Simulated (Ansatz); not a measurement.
Isolated molecules relaxed with PBE0-D4/def2-TZVP in Ansatz; ΔE leaves out vibrations. CCSD(T)/CBS adds triple-zeta CCSD(T) − MP2 to the extrapolated MP2 energy (def2 sets, frozen cores). This one scheme is used for every species. Functionals use def2-TZVPP. HSE06 is defined as in plane-wave codes. Triplets are unrestricted, without spin–orbit coupling. Elements past krypton have def2 core potentials. For I outer-core shells are correlated without core-valence functions, which leaves a few kJ/mol of doubt a bond.

Consider the formal loss of a carbene: `C[Si](F)(Cl)I` → `[CH2]` (triplet) + `F[SiH](Cl)I`.

CCSD(T)/CBS gives +5.14 eV.

Q: Another level gave +5.19 eV. Which?
A. HSE06-D4/def2-TZVPP
B. revPBE-D4/def2-TZVPP
C. ωB97M-V/def2-TZVPP
D. CCSD/def2-TZVPP

A: C. ωB97M-V 5.19, CCSD/def2-TZVPP 4.89, revPBE-D4 5.07, HSE06-D4 5.13 eV.

Largest T1 diagnostic among the species: 0.011.

In def2-TZVPP, CCSD(T) changes the Hartree–Fock value by +1.46 eV (the triples alone add +0.12 eV) and MP2 by +1.62 eV. Leaving LDA and LC-ωPBE aside and taking each functional with its dispersion term where it has one, the values, not all of them listed here, spread over 0.34 eV, from r2SCAN0-D4 to ωB97X-V. LDA lies +0.77 eV from PBE without D4.

CCSD(T)/CBS has its own doubt, a few kJ/mol and more with outer-core shells, so smaller differences from it don't rank the levels.
